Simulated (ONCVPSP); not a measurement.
## molybdenum (Mo): excitation energies, all-electron against ONCV

ONCVPSP 4.0.1 input, shortened (lines: element, Z, core and valence counts, functional; n l f; lmax; l rc ep ncon nbas qcut; lloc lpopt rc5 dvloc0; l nproj debl; icmod fcfact rcfact), PBE, fully relativistic:

```
  Mo 42.00    6    3        4      upf
    1    0    2.00
    2    0    2.00
    2    1    6.00
    3    0    2.00
    3    1    6.00
    3    2   10.00
    4    0    2.00
    4    1    6.00
    4    2    4.00
    3
    0    1.20    0.00    4    7    5.90
    1    2.05    0.00    3    7    6.50
    2    2.45    0.00    4    8    5.30
    3    1.90    0.04    5    9    5.60
    4    5    1.05    0.00
    0    2    0.50
    1    2    2.10
    2    1    1.10
    3    1    3.00
    0    0.00    0.00
```

Open shells are filled in proportion to 2j + 1.

In the s channel the program set the typed energies aside and used -3.040, 0.250 Ha.

Energies are relative to the spin-unpolarised reference configuration 4s2 4p6 4d4; without spin polarisation the order of configurations can differ from experiment.

```json
{"valence configuration": "4s2 4p6 4d5", "charge": "+1", "ΔE all-electron (eV)": "-15.461", "error AE − PS (meV)": "+5.2"}
{"valence configuration": "4s2 4p6 4d3", "charge": "+3", "ΔE all-electron (eV)": "26.741", "error AE − PS (meV)": "+36"}
{"valence configuration": "4s2 4p6 4d4 5s2", "charge": "0", "ΔE all-electron (eV)": "-22.154", "error AE − PS (meV)": "-3.7"}
```

**Question.** What are ΔE and the potential's error for 4s2 4p6 4d5 5s1?

**Answer.** ΔE = -22.352 eV all-electron; the error (AE − PS) is -9.0 meV.

Levels in the configuration 4s2 4p6 4d5 5s1:

| level | all-electron (eV) | pseudo (eV) |
| --- | --- | --- |
| 4s j=1/2 | -64.316 | -64.296 |
| 4p j=3/2 | -37.685 | -37.661 |
| 4p j=1/2 | -40.167 | -40.144 |
| 4d j=5/2 | -3.673 | -3.669 |
| 4d j=3/2 | -3.877 | -3.873 |
| 5s j=1/2 | -4.087 | -4.077 |
